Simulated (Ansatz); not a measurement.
Reaction (formal exchange of groups at the Si–Si bond): `[SiH3][SiH2]Cl` + `C[CH2][SbH2]` → `C[CH2][SbH][SiH3]` + `[SiH3]Cl`

Program: Ansatz. Geometries: PBE0-D4/def2-TZVP. ΔE: electronic, gas phase. CCSD(T)/CBS adds triple-zeta CCSD(T) − MP2 to the extrapolated MP2 energy (def2 sets, frozen cores). This one scheme is used for every species. DFT in def2-TZVPP. Elements past krypton have def2 core potentials. For Sb outer-core shells are correlated without core-valence functions, which leaves a few kJ/mol of doubt a bond. Each species was taken in one conformer, which may not be the lowest.

```tsv
level	ΔE (kJ/mol)	difference from CCSD(T)/CBS
PBE-D4	-26.5	9.0
BLYP-D4	-29.5	6.0
ωB97M-V	-32.7	2.8
r2SCANh	-29.8	5.7
CAM-B3LYP	-28.0	7.5
MP2/def2-SVP	-38.4	-2.9
CCSD(T)/def2-SVP	-32.7	2.8
HF/def2-TZVPP	-33.1	2.4
HF/def2-QZVPP	-33.3	2.2
SCS-MP2/def2-QZVPP	-39.9	-4.4
CCSD(T)/CBS	-35.5	0
```

Largest T1 diagnostic among the species: 0.012.

From BLYP to BHLYP (50 % exact exchange), in def2-TZVPP and without D4, ΔE moves by −3.2 kJ/mol. Leaving LDA and LC-ωPBE aside and taking each functional with its dispersion term where it has one, the values, not all of them listed here, spread over 14.9 kJ/mol, from BHLYP-D4 to B97M-V.
